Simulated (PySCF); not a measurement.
## Electron correlation in K⁻ (potassium, charge -1)

[Ar] 4s2, closed-shell 1S. Calculation: PySCF 2.14, in def2-TZVPPD (6s5p3d, 36 functions); no relativity, point nucleus. Frozen: [Ar]; 2 electrons correlated.

With two correlated electrons CCSD is exact within the correlated space (frozen core and kept virtual orbitals).

```csv
level,correlation energy (mhartree)
CCSD,-23.09
```

Diagnostics: T1 = 0.016, D1 = 0.0232, largest double amplitude 0.170.

**Question.** Is a single reference adequate?

**Answer.** Not fully. A double-excitation amplitude exceeds 0.15, a sign of near-degeneracy.
